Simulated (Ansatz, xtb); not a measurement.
# Relaxing a trial structure of F2HNOSi2+

The starting geometry of this gas-phase doublet was built from a drawn formula by distance geometry and a force field; its bonds are those of `[NH][Si](=O)[Si+](F)F`.

```yaml
atoms:
  - { symbol: F, position_ang: [3.5987, -3.5271, 0.6561] }
  - { symbol: F, position_ang: [0.7904, -2.9982, 0.0492] }
  - { symbol: N, position_ang: [1.6060, 0.7953, -0.7051] }
  - { symbol: O, position_ang: [4.3476, 0.1871, -0.0763] }
  - { symbol: Si, position_ang: [2.8937, -0.3448, -0.2112] }
  - { symbol: Si, position_ang: [2.3989, -2.5011, 0.1527] }
  - { symbol: H, position_ang: [0.6141, 0.4217, -0.8084] }
```

Q: Predict what it relaxes into with r2SCAN-D4/def2-SVP.

A: It rearranges to `[NH][Si+]1O[Si]1(F)F`. Distances that change by over a tenth: N3–Si5 (1.79 → 1.60 Å). Contacts that close: O4–Si6 (3.33 → 1.65 Å).

The energy falls by 2.91 eV over 32 steps:

```
step  E − E(last) (eV)
   1             2.911
   4             2.080
   8             2.033
  11             2.031
  15             2.017
  18             1.897
  22             0.336
  25             0.033
  29             0.001
  32             0.000
```

Final geometry (Å):

```xyz
7

F     3.7522   -3.4142   -0.4346
F     1.9020   -3.3066    1.4295
N     1.6451    1.0117   -0.9346
O     3.1191   -0.9337    0.6457
Si    1.9586   -0.5066   -0.5302
Si    2.7426   -2.5181    0.3650
H     1.1299    1.7003   -1.4839
```

From the same start GFN2-xTB ends elsewhere, differing in N3–Si6 (1.85 against 3.92 Å here), O4–Si6 (4.61 against 1.65 Å here), Si5–Si6 (3.23 against 2.34 Å here).

The end wasn't checked by frequencies. Open shells are spin-unrestricted. Run with Ansatz 0.2.0, 3.4 min on 2 threads of Intel(R) Xeon(R) Platinum 8259CL CPU @ 2.50GHz (Skylake/Cascade Lake), on a shared host.
